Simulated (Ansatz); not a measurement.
`[BH2][GeH2][F]` → BH₃ + `[F][GeH]` at 700 K and 1 bar (germylene formation by 1,1-elimination).

Gas-phase electronic energies from Ansatz, PBE0-D4/def2-TZVP geometries. CCSD(T)/CBS is the MP2 limit (def2-TZVPP, def2-QZVPP) plus CCSD(T) − MP2 in def2-TZVPP, frozen cores. This one scheme is used for every species. For Ge outer-core shells are correlated without core-valence functions, which leaves a few kJ/mol of doubt a bond. Scalar relativity is left out up to krypton.

```json
{"species": "`[BH2][GeH2][F]`", "CCSD(T)/CBS energy (Eh)": "-2203.09407", "H − E (kJ/mol)": "155.9", "S (J/(mol·K))": "387.5"}
{"species": "BH₃", "CCSD(T)/CBS energy (Eh)": "-26.55200", "H − E (kJ/mol)": "96.5", "S (J/(mol·K))": "225.0"}
{"species": "`[F][GeH]`", "CCSD(T)/CBS energy (Eh)": "-2176.50038", "H − E (kJ/mol)": "48.7", "S (J/(mol·K))": "290.8"}
```

H − E and S are ideal-gas, rigid-rotor, harmonic terms from PBE0-D4/def2-TZVP. 1 Eh = 2625.50 kJ/mol, R = 8.31446 J/(mol·K).

Question: By hand: ΔE, ΔH, ΔS and ΔG.

Answer: ΔE = (-26.55200) + (-2176.50038) − (-2203.09407) = 0.04169 Eh = 109.5 kJ/mol. Δ(H − E) = 96.5 + 48.7 − 155.9 = -10.7, so ΔH = 98.8 kJ/mol. ΔS = 225.0 + 290.8 − 387.5 = 128.3 J/(mol·K). ΔG = 98.8 − 700 × (128.3)/1000 = 9.0 kJ/mol.

Question: By hand: the equilibrium constant, and the temperature at which ΔG would vanish if ΔH and ΔS stayed fixed.

Answer: log₁₀ K = −ΔG/(RT ln 10) = -0.7. ΔG = 0 at ΔH/ΔS = 770 K.

The number of gas molecules changes by +1, which sets the sign of ΔS. A doubt of 5 kJ/mol in ΔE shifts log₁₀ K by 0.4 here. These are equilibria of isolated gas molecules and say nothing of rates. Largest T1 diagnostic: 0.014 (customary marks: 0.02 for closed shells, 0.045 for open ones).
